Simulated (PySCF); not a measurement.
Deuteron quadrupole couplings in `C=CC/C(C)=C/C`

Species: C7H12.
Structure used (GFN2-xTB), in Å, numbered top down from 1:
```xyz
19
C7H12 angstrom
C     -3.0107    0.1182    0.6172
C     -1.9416   -0.5954    0.3183
C     -1.0216   -0.3110   -0.8300
C      0.3533    0.0535   -0.3202
C      0.4362    1.4141    0.3084
C      1.3723   -0.7882   -0.4378
C      2.7841   -0.5685    0.0010
H     -3.6394   -0.1152    1.4599
H     -3.3124    0.9655    0.0223
H     -1.6562   -1.4401    0.9315
H     -0.9545   -1.1992   -1.4631
H     -1.4218    0.5130   -1.4254
H      0.6733    2.1634   -0.4477
H      1.1965    1.4581    1.0832
H     -0.5219    1.6750    0.7536
H      1.2003   -1.7516   -0.9027
H      2.9506    0.4419    0.3603
H      3.0414   -1.2700    0.7954
H      3.4622   -0.7541   -0.8317
```

Level: PBE0/pcSseg-1 (PySCF, non-relativistic); Q(2H) = 0.00286 b; rigid geometry, the same for H and D, with no vibrational averaging.

Task: Rank these positions by the coupling χzz of a deuteron there, largest first.
A. H15 (methyl hydrogen)
B. H12 (methylene hydrogen)
C. H10 (vinylic hydrogen)
D. H9 (vinylic hydrogen)
E. H14 (methyl hydrogen)

Result: D (225 kHz), C (218 kHz), E (214 kHz), A (208 kHz), B (203 kHz).

Task: Tabulate Vzz, the asymmetry η and χzz = 234.96 MHz × Q × Vzz for every hydrogen position.

Result: 
| atom | bonded to | bond length (Å) | Vzz (au) | η | χzz (kHz) |
| --- | --- | --- | --- | --- | --- |
| H8 | C1 | 1.077 | 0.3385 | 0.05 | 227 |
| H9 | C1 | 1.078 | 0.3354 | 0.06 | 225 |
| H10 | C2 | 1.082 | 0.3241 | 0.05 | 218 |
| H11 | C3 | 1.093 | 0.3027 | 0.01 | 203 |
| H12 | C3 | 1.093 | 0.3025 | 0.01 | 203 |
| H13 | C5 | 1.091 | 0.3119 | 0.01 | 210 |
| H14 | C5 | 1.086 | 0.3179 | 0.02 | 214 |
| H15 | C5 | 1.088 | 0.3090 | 0.03 | 208 |
| H16 | C6 | 1.083 | 0.3231 | 0.08 | 217 |
| H17 | C7 | 1.085 | 0.3191 | 0.03 | 214 |
| H18 | C7 | 1.091 | 0.3109 | 0.02 | 209 |
| H19 | C7 | 1.090 | 0.3118 | 0.02 | 209 |

Task: How does χzz go with the bond length over the 12 C–H bonds?

Result: A straight-line fit has a slope of -14.3 kHz for each 0.01 Å, with a correlation coefficient of -0.98, over lengths from 1.077 to 1.093 Å. The longer bonds have the smaller couplings here.

Geometry: GFN2-xTB, one conformer, isolated molecule. GFN2-xTB bond lengths can be off by several hundredths of an ångström, more for odd bonds, and the gradients follow them. With a basis this small, the couplings can be 20 % off.
